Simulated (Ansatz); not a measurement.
Species: CuH, charge 0, multiplicity 1. 
Geometry from a B3LYP-D3(BJ)/def2-TZVP (Ansatz, a quantum-chemistry and plane-wave program) optimisation:
```xyz
2

Cu     0.0000     0.0000    -0.0494
H      0.0000     0.0000     1.4337
```

Parts of the frozen-core correlation energy in def2-SVP (Ansatz, hartree). Frozen orbitals: 9; correlated occupied orbitals by spin: 6 and 6; virtual: 21 and 21. Spin-orbit coupling is left out. Non-relativistic.

```json
[
 {"term": "reference (HF)", "value": "-1639.23710"},
 {"term": "MP2 opposite-spin", "value": "(withheld)"},
 {"term": "MP2 same-spin", "value": "-0.11438"},
 {"term": "CCSD correlation", "value": "(withheld)"},
 {"term": "(T)", "value": "(withheld)"},
 {"term": "CCSDT minus CCSD(T)", "value": "0.00001"},
 {"term": "CCSDT(Q) minus CCSD(T)", "value": "0.00208"},
 {"term": "T1 diagnostic", "value": "0.040"},
 {"term": "largest doubles amplitude", "value": "0.073"}
]
```

### Question
Some entries are withheld; supply them.

### Answer

- MP2 opposite-spin, value: -0.20545
- CCSD correlation, value: -0.29198
- (T), value: -0.01321
